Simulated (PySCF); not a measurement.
C6H12F2OSi.
Numbering: `[CH3:1][C@@H:2]1[CH2:3][SiH2:4][C@@H:5]([O:6][CH:7]([F:8])[F:9])[CH2:10]1`

Cartesian coordinates in Å at the GFN2-xTB level; atoms count from 1:
```
atom  x, y, z in Å
C1    -2.3423    0.3990   -1.0336
C2    -1.1072   -0.1480   -0.3296
C3    -1.4290   -0.6566    1.0849
Si4    0.2457   -0.7241    1.9906
C5     1.1271    0.3118    0.6295
O6     1.8846   -0.6614   -0.1155
C7     2.6639   -0.1910   -1.0913
F8     2.0494   -0.2172   -2.3116
F9     3.7390   -0.9913   -1.2304
C10   -0.0077    0.9088   -0.1984
H11   -2.7442    1.2512   -0.4877
H12   -3.1149   -0.3639   -1.0963
H13   -2.0972    0.7212   -2.0434
H14   -0.7021   -0.9778   -0.9169
H15   -1.9512   -1.6108    1.0385
H16   -2.1084    0.0471    1.5710
H17    0.8652   -2.0389    2.0881
H18    0.2447    0.0030    3.2644
H19    1.8175    1.0920    0.9708
H20    3.0196    0.8476   -0.9388
H21   -0.3977    1.7783    0.3360
H22    0.3348    1.2403   -1.1811
```

NICS is the negative of the GIAO shielding at a point without a nucleus: at the ring centre (0) and 1 Å above and below it (1); zz is the component along the ring normal. Level: GIAO PBE0/pcSseg-1 (PySCF, non-relativistic, gas phase) on the GFN2-xTB geometry, one conformer.

Ring bond lengths (Å), with Mayer bond orders in brackets: C2–C3 1.537 (1.00), C3–Si4 1.905 (0.94), Si4–C5 1.924 (0.82), C5–C10 1.526 (1.03), C10–C2 1.531 (0.97).

What do the NICS probes read (ppm)?

```
            ring                                              type  NICS(0)  NICS(1), two faces  NICS(1)zz, two faces  rms pucker (Å)  centre to ring atoms, mean (Å)
C2–C3–Si4–C5–C10  5-membered ring with Si; formal bonds all single     -4.0         -3.0 / -4.4           -0.4 / -2.9            0.20                            1.40
```

What do they say, and how far can they be read as aromaticity?

- C2–C3–Si4–C5–C10: mean NICS(1)zz -1.7 ppm, near zero. C2, C3, Si4, C5, C10 have four or more neighbours, and the NICS criterion for π rings isn't applied.

Give the inner angles of the rings and the Hirshfeld charges of the ring atoms.

- C2–C3–Si4–C5–C10: C2 107.5° (-0.021 e), C3 105.4° (-0.160 e), Si4 92.7° (+0.345 e), C5 104.7° (-0.036 e), C10 108.1° (-0.083 e); sum 518.3° against 540° for a flat convex ring.

What are the shieldings of the ring atoms and their hydrogens in the same run (means over atoms taken as equivalent)?

```json
{"atoms": "C2", "environment": "sp3 CH carbon", "σ isotropic (ppm)": "151.2", "principal values of the symmetric part, first atom (ppm)": "126.0, 161.6, 165.8"}
{"atoms": "C3", "environment": "sp3 carbon bound to silicon", "σ isotropic (ppm)": "168.5", "principal values of the symmetric part, first atom (ppm)": "148.8, 159.2, 197.4"}
{"atoms": "Si4", "environment": "SiH2 silicon", "σ isotropic (ppm)": "370.1", "principal values of the symmetric part, first atom (ppm)": "310.0, 381.8, 418.4"}
{"atoms": "C5", "environment": "sp3 carbon bound to oxygen", "σ isotropic (ppm)": "109.1", "principal values of the symmetric part, first atom (ppm)": "81.2, 94.2, 152.0"}
{"atoms": "C10", "environment": "ring CH2 carbon", "σ isotropic (ppm)": "139.5", "principal values of the symmetric part, first atom (ppm)": "123.6, 137.6, 157.2"}
{"atoms": "H14", "environment": "methine hydrogen", "σ isotropic (ppm)": "29.39", "principal values of the symmetric part, first atom (ppm)": "25.6, 29.0, 33.6"}
{"atoms": "H15", "environment": "methylene hydrogen", "σ isotropic (ppm)": "30.45", "principal values of the symmetric part, first atom (ppm)": "26.0, 27.7, 37.7"}
{"atoms": "H16", "environment": "methylene hydrogen", "σ isotropic (ppm)": "31.37", "principal values of the symmetric part, first atom (ppm)": "26.4, 29.8, 38.0"}
{"atoms": "H17", "environment": "Si–H hydrogen", "σ isotropic (ppm)": "27.29", "principal values of the symmetric part, first atom (ppm)": "23.6, 25.4, 32.9"}
{"atoms": "H18", "environment": "Si–H hydrogen", "σ isotropic (ppm)": "27.29", "principal values of the symmetric part, first atom (ppm)": "23.8, 24.7, 33.4"}
{"atoms": "H19", "environment": "methine hydrogen", "σ isotropic (ppm)": "27.60", "principal values of the symmetric part, first atom (ppm)": "23.6, 27.7, 31.5"}
{"atoms": "H21", "environment": "methylene hydrogen", "σ isotropic (ppm)": "31.00", "principal values of the symmetric part, first atom (ppm)": "26.9, 29.8, 36.3"}
{"atoms": "H22", "environment": "methylene hydrogen", "σ isotropic (ppm)": "29.32", "principal values of the symmetric part, first atom (ppm)": "24.8, 29.3, 33.9"}
```
